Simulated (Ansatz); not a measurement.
Coupled-cluster diagnostics for FeO4, Ansatz.

Geometry of the singlet (PBE0-D4/def2-SVP):

Cartesian coordinates in Å:
```
Fe 0.000 0.000 0.000
O 0.525 -1.455 0.143
O 0.552 0.623 -1.311
O 0.475 0.844 1.214
O -1.553 -0.012 -0.046
```

Correlated methods freeze 9 core orbitals; core or outer-core shells of Fe are correlated, in sets that lack core-valence functions.

(1) Estimate the CCSD(T) correlation energy, the shares of MP2 and (T), T1 and the reference's ⟨S²⟩ for: charge 0, singlet, own geometry in def2-TZVPP; and the rough time on 4 threads of AMD EPYC 7571 on a shared host.

## Answers

(1) 
```tsv
state	basis	correlation (eV)	MP2 share (%)	(T) share (%)	T1	⟨S²⟩ (pure)	wall time	remarks
charge 0, singlet, own geometry	def2-TZVPP	-58.328	109.5	9.5	0.083	0.00 (0.00)	4.1 min	large T1, restricted SCF unstable
```
Customary marks for T1 are 0.02 (closed shells), 0.045 (open shells) and about 0.05 (3d metals). T1 exceeds 0.02 in 1 of 1 rows and 0.045 in 1; the higher it lies, the less the single-reference result can be trusted.
